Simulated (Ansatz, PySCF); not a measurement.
Gas-phase reaction in SMILES: NC1CCC1 -> [CH]1CCC1 + [NH2] (NH2) (the C-N bond at the site shown breaks; other sites are not compared here)
Each molecule is optimised on its own at B3LYP-D3(BJ)/def2-TZVP (Ansatz, a first-principles code), one conformer each, not searched for the lowest.
Geometry of the first species:
```xyz
14

C     -1.5398     0.2655     0.2709
C     -0.6234    -0.9815     0.2024
C      0.5971    -0.0373     0.2786
C     -0.3237     1.1240    -0.1576
N      1.7132    -0.3468    -0.6022
H     -1.8557     0.4849     1.2912
H     -2.4165     0.2798    -0.3747
H     -0.6644    -1.4556    -0.7791
H     -0.7297    -1.7420     0.9762
H      0.8911     0.1004     1.3288
H     -0.1838     2.0937     0.3203
H     -0.2801     1.2446    -1.2408
H      2.1797    -1.1960    -0.3002
H      2.4060     0.3942    -0.5721
```

Quantity: bond dissociation energy (0 K, with B3LYP-D3(BJ) harmonic zero-point energies from PySCF), in kcal/mol. Cores are frozen in the correlated levels unless marked. Open shells are spin-unrestricted. No spin-orbit coupling. Non-relativistic. CBS(X,Y): correlation extrapolated as X^-3; Hartree-Fock from the larger set. The bracket is a focal-point correction in the basis named.

```csv
level,program,bond dissociation energy (kcal/mol)
B3LYP-D4/def2-TZVPD,Ansatz + dftd4,79.5
B3LYP/def2-TZVPD,Ansatz,76.9
PBE0/def2-SVP,Ansatz,___
CAM-B3LYP-D3(BJ)/def2-TZVPD,Ansatz + dftd3,81.7
"RI-MP2/CBS(cc-pVTZ,cc-pVQZ)+[CCSD(T)-MP2]/cc-pVDZ",Ansatz,___
```

Task: Some entries are withheld; supply them.

Result: 
- PBE0/def2-SVP, bond dissociation energy (kcal/mol): 84.8
- RI-MP2/CBS(cc-pVTZ,cc-pVQZ)+[CCSD(T)-MP2]/cc-pVDZ, bond dissociation energy (kcal/mol): 87.1
